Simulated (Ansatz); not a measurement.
System: C$_{2}$H$_{6}$Cl$_{2}$Si$_{2}$, net charge 0, singlet state. 
Coordinates optimised at B3LYP-D3(BJ)/def2-TZVP (Ansatz, an electronic-structure program):
```
C
C 1 1.3389
H 2 1.0872 1 122.45
H 2 1.0872 3 115.10 1 180.00
Si 1 1.8602 2 119.00 3 177.86
H 5 1.4745 1 111.79 2 -114.32
H 5 1.4777 6 110.80 1 -122.43
Si 1 1.8602 2 119.00 3 -2.14
H 8 1.4745 1 111.79 2 -114.32
H 8 1.4777 9 110.80 1 -122.43
Cl 5 2.0709 6 106.94 7 -118.26
Cl 8 2.0709 9 106.94 10 -118.26
```
Charge 0, spin multiplicity 1.

Wanted: atomisation energy (electronic, to ground-state atoms); the coupled-cluster value holds the core correlation from cc-pwCVTZ, in kcal/mol. Cores are frozen in the correlated levels unless marked. Open shells are spin-unrestricted. Spin-orbit coupling is left out. Non-relativistic. Basis-set limits of correlation are two-point, X^-3; Hartree-Fock from the larger set.

Level to compare with: CCSD(T)/CBS(cc-pV(T+d)Z,cc-pV(Q+d)Z) plus the core term (Ansatz), 1023.8 kcal/mol. It is a level with limits of its own, and the differences hold the functionals' basis error too.

Rank these functionals by how close they come to CCSD(T)/CBS(cc-pV(T+d)Z,cc-pV(Q+d)Z), closest first: r2SCAN0/def2-TZVPD (Ansatz); BLYP/def2-TZVPD (Ansatz); r2SCAN/def2-TZVPD (Ansatz).

r2SCAN/def2-TZVPD (meta-GGA, 1018.7 kcal/mol, difference -5.1), r2SCAN0/def2-TZVPD (hybrid meta-GGA, 1007.6 kcal/mol, difference -16.2), BLYP/def2-TZVPD (GGA, 985.9 kcal/mol, difference -37.9)
